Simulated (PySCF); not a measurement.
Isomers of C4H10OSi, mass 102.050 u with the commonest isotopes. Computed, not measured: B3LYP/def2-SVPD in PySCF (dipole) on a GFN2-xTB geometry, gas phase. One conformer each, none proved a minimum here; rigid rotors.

**Question.** Order these by radius of gyration √(Σ m r²/M), largest first.
A. `[OH:1][SiH:2]1[CH2:3][CH2:4][CH2:5][CH2:6]1` with H–O1–Si2–C3 55°, O1–Si2–C3–C4 -109°, Si2–C3–C4–C5 -36°, C3–C4–C5–C6 51°, C4–C5–C6–Si2 -39°
B. `[CH2:1]=[CH:2][O:3][SiH:4]([CH3:5])[CH3:6]` with C1–C2–O3–Si4 171°, C2–O3–Si4–C5 -62°
C. `[CH3:1][C@@H:2]1[CH2:3][CH2:4][O:5][SiH2:6]1` with C1–C2–C3–C4 -160°, C2–C3–C4–O5 39°, C3–C4–O5–Si6 -24°, C4–O5–Si6–C2 2°
D. `[CH2:1]=[CH:2][CH2:3][SiH2:4][O:5][CH3:6]` with C1–C2–C3–Si4 105°, C2–C3–Si4–O5 62°, C3–Si4–O5–C6 -179°
E. `[SiH3:1][O:2][CH2:3][CH:4]1[CH2:5][CH2:6]1` with Si1–O2–C3–C4 178°, O2–C3–C4–C5 -86°
F. `[CH3:1][SiH2:2][CH2:3][CH2:4][CH:5]=[O:6]` with C1–Si2–C3–C4 180°, Si2–C3–C4–C5 180°, C3–C4–C5–O6 -126°
G. `[CH2:1]=[CH:2][CH2:3][CH2:4][O:5][SiH3:6]` with C1–C2–C3–C4 -123°, C2–C3–C4–O5 -66°, C3–C4–O5–Si6 177°

**Answer.** F (2.354 Å), G (2.189 Å), E (2.135 Å), D (2.032 Å), B (1.967 Å), A (1.714 Å), C (1.678 Å).

**Question.** Order these by rotational constant A, smallest first.
A. `[CH3:1][C@@H:2]1[CH2:3][CH2:4][O:5][SiH2:6]1` with C1–C2–C3–C4 -160°, C2–C3–C4–O5 39°, C3–C4–O5–Si6 -24°, C4–O5–Si6–C2 2°
B. `[OH:1][SiH:2]1[CH2:3][CH2:4][CH2:5][CH2:6]1` with H–O1–Si2–C3 55°, O1–Si2–C3–C4 -109°, Si2–C3–C4–C5 -36°, C3–C4–C5–C6 51°, C4–C5–C6–Si2 -39°
C. `[CH2:1]=[CH:2][CH2:3][CH2:4][O:5][SiH3:6]` with C1–C2–C3–C4 -123°, C2–C3–C4–O5 -66°, C3–C4–O5–Si6 177°
D. `[SiH3:1][O:2][CH2:3][CH:4]1[CH2:5][CH2:6]1` with Si1–O2–C3–C4 178°, O2–C3–C4–C5 -86°
E. `[CH2:1]=[CH:2][CH2:3][SiH2:4][O:5][CH3:6]` with C1–C2–C3–Si4 105°, C2–C3–Si4–O5 62°, C3–Si4–O5–C6 -179°
F. `[CH3:1][SiH2:2][CH2:3][CH2:4][CH:5]=[O:6]` with C1–Si2–C3–C4 180°, Si2–C3–C4–C5 180°, C3–C4–C5–O6 -126°

**Answer.** A (4317 MHz), B (4878 MHz), E (5998 MHz), C (8332 MHz), F (10471 MHz), D (10806 MHz).

**Question.** Order these by rotational constant B, smallest first.
A. `[CH2:1]=[CH:2][O:3][SiH:4]([CH3:5])[CH3:6]` with C1–C2–O3–Si4 171°, C2–O3–Si4–C5 -62°
B. `[OH:1][SiH:2]1[CH2:3][CH2:4][CH2:5][CH2:6]1` with H–O1–Si2–C3 55°, O1–Si2–C3–C4 -109°, Si2–C3–C4–C5 -36°, C3–C4–C5–C6 51°, C4–C5–C6–Si2 -39°
C. `[CH3:1][SiH2:2][CH2:3][CH2:4][CH:5]=[O:6]` with C1–Si2–C3–C4 180°, Si2–C3–C4–C5 180°, C3–C4–C5–O6 -126°
D. `[CH2:1]=[CH:2][CH2:3][SiH2:4][O:5][CH3:6]` with C1–C2–C3–Si4 105°, C2–C3–Si4–O5 62°, C3–Si4–O5–C6 -179°
E. `[CH2:1]=[CH:2][CH2:3][CH2:4][O:5][SiH3:6]` with C1–C2–C3–C4 -123°, C2–C3–C4–O5 -66°, C3–C4–O5–Si6 177°
F. `[CH3:1][C@@H:2]1[CH2:3][CH2:4][O:5][SiH2:6]1` with C1–C2–C3–C4 -160°, C2–C3–C4–O5 39°, C3–C4–O5–Si6 -24°, C4–O5–Si6–C2 2°

**Answer.** C (952.4 MHz), E (1142 MHz), D (1408 MHz), A (1639 MHz), B (2283 MHz), F (2756 MHz).

```
            SMILES  point group  Ia (u·Å²)  Ib (u·Å²)  Ic (u·Å²)      κ  μa (D)  μb (D)  μc (D)
      O[SiH]1CCCC1           C1     103.60     221.36     274.73  -0.71    1.22    0.13    1.13
      C[SiH2]CCC=O           C1      48.26     530.65     551.83  -0.99    2.95    0.41    1.34
      C=CCCO[SiH3]           C1      60.65     442.54     474.63  -0.98    0.03    0.74    0.64
     [SiH3]OCC1CC1           C1      46.77     433.80     449.96  -0.99    0.57    0.68    0.43
C[C@@H]1CCO[SiH2]1           C1     117.06     183.38     274.36  -0.26    1.37    0.84    0.40
     C=CO[SiH](C)C           C1     105.27     308.39     376.17  -0.83    0.95    0.73    0.07
      C=CC[SiH2]OC           C1      84.26     359.04     399.32  -0.94    1.00    0.16    0.13
```
